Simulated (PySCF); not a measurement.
Br3Ga (SMILES [Br][Ga]([Br])[Br]), singlet, at a GFN2-xTB geometry (such geometries of metal compounds can be far from the true shape); DF-CAMB3LYP/cc-pVTZ in PySCF.

The PySCF input:
```python
from pyscf import gto, scf, dft

mol = gto.M(
    atom='''
Ga    0.00000000   -0.00000000    0.00000000
Br    2.17032508   -0.33225835   -0.66424648
Br   -0.77422939   -0.98270758    1.92270243
Br   -1.39609569    1.31496593   -1.25845594
''',
    basis='cc-pvtz',
    verbose=4,
)

mf = dft.RKS(mol)
mf.xc = 'camb3lyp'
mf.conv_tol = 1e-4
mf = mf.density_fit(auxbasis='def2-universal-jkfit')
mf.kernel()
```

The log (banner, timings and long lists left out):

```
PySCF version 2.14.0

[INPUT] verbose = 4
[INPUT] num. atoms = 4
[INPUT] num. electrons = 136
[INPUT] charge = 0
[INPUT] spin (= nelec alpha-beta = 2S) = 0
[INPUT] symmetry False subgroup None
[INPUT] Mole.unit = angstrom
[INPUT] Symbol           X                Y                Z      unit          X                Y                Z       unit  Magmom
[INPUT]  1 Ga     0.000000000000   0.000000000000   0.000000000000 AA    0.000000000000   0.000000000000   0.000000000000 Bohr   0.0
[INPUT]  2 Br     2.170325080000  -0.332258350000  -0.664246480000 AA    4.101320002475  -0.627877284100  -1.255243926406 Bohr   0.0
[INPUT]  3 Br    -0.774229390000  -0.982707580000   1.922702430000 AA   -1.463081504689  -1.857048186734   3.633381011736 Bohr   0.0
[INPUT]  4 Br    -1.396095690000   1.314965930000  -1.258455940000 AA   -2.638238497786   2.484925470834  -2.378137066432 Bohr   0.0

nuclear repulsion = 1240.36480370053
number of shells = 40
number of NR pGTOs = 444
number of NR cGTOs = 172
basis = cc-pvtz
ecp = {}

******** <class 'pyscf.df.df_jk.DFRKS'> ********
method = DFRKS
initial guess = minao
damping factor = 0
level_shift factor = 0
DIIS = <class 'pyscf.scf.diis.CDIIS'>
diis_start_cycle = 1
diis_space = 8
diis_damp = 0
SCF conv_tol = 0.0001
SCF conv_tol_grad = None
SCF max_cycles = 50
direct_scf = False
XC library pyscf.dft.libxc version 7.1.2
    S. Lehtola, C. Steigemann, M. J. T. Oliveira, and M. A. L. Marques,  SoftwareX 7, 1–5 (2018)
XC functionals = camb3lyp
    T. Yanai, D. P. Tew, and N. C. Handy,  Chem. Phys. Lett. 393, 51 (2004)
radial grids:
    Treutler-Ahlrichs [JCP 102, 346 (1995); DOI:10.1063/1.469408] (M4) radial grids

becke partition: Becke, JCP 88, 2547 (1988); DOI:10.1063/1.454033
pruning grids: <function nwchem_prune>
grids dens level: 3
symmetrized grids: False
atomic radii adjust function: <function treutler_atomic_radii_adjust>
small_rho_cutoff = 0
Set gradient conv threshold to 0.01
Initial guess from minao.
tot grids = 82176
******** <class 'pyscf.df.df.DF'> ********
auxbasis = def2-universal-jkfit
Create RSH-DF object <pyscf.df.df.DF object> for omega=0.33
******** <class 'pyscf.df.df.DF'> ********
auxbasis = auxmol.basis = def2-universal-jkfit
init E= -9644.82343088696
  HOMO = -0.360555465536885  LUMO = -0.0995160709884124  gap/eV = 7.10324
cycle= 1 E= -9648.0825576615  delta_E= -3.26  |g|= 0.648  |ddm|= 2.42
  HOMO = -0.369095345832882  LUMO = -0.110004668258409  gap/eV = 7.05022
cycle= 2 E= -9648.06750603783  delta_E= 0.0151  |g|= 0.693  |ddm|= 1.38
  HOMO = -0.367490786300563  LUMO = -0.0593673685970986  gap/eV = 8.38447
cycle= 3 E= -9648.16344424587  delta_E= -0.0959  |g|= 0.0796  |ddm|= 0.784
  HOMO = -0.367231344843063  LUMO = -0.0599169505107384  gap/eV = 8.36245
cycle= 4 E= -9648.16422401753  delta_E= -0.00078  |g|= 0.0111  |ddm|= 0.0497
  HOMO = -0.368494973564375  LUMO = -0.0589751612504337  gap/eV = 8.42246
cycle= 5 E= -9648.16425851488  delta_E= -3.45e-05  |g|= 0.00331  |ddm|= 0.0163
  HOMO = -0.367993953049153  LUMO = -0.05890745952117  gap/eV = 8.41067
Extra cycle  E= -9648.16425980387  delta_E= -1.29e-06  |g|= 0.00331  |ddm|= 0.00585
converged SCF energy = -9648.16425980387
```
